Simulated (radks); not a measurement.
Values are calculated unless marked as measured or tabulated.
Species: Mo XIII. Configuration: [Ar] 3d10 4s2. Level of theory: scalar-relativistic Kohn-Sham, LDA (Slater exchange, Perdew-Wang correlation), spin-polarised, spherical densities, finite nucleus; Fermi nuclear charge, rms radius 4.4091 fm (a radial shooting solver on a logarithmic mesh with Libxc functionals).

Unscreened Slater integrals over Kohn-Sham orbitals (cm^-1). They are taken over the spin-up orbitals.

integral    value
F0(4s,4s)  202120
F0(4s,3d)  254520
G2(4s,3d)   23785
F0(4s,3p)  252770
G1(4s,3p)   23172
F0(4s,3s)  252680
G0(4s,3s)   17346
F0(3d,3d)  489970
F2(3d,3d)  242300
F4(3d,3d)  154140
F0(3d,3p)  472650
F2(3d,3p)  228680
G1(3d,3p)  266510
G3(3d,3p)  169670
F0(3d,3s)  472100
G2(3d,3s)  202670
F0(3p,3p)  463130
F2(3p,3p)  233270
F0(3p,3s)  462440
G1(3p,3s)  304860
F0(3s,3s)  462450
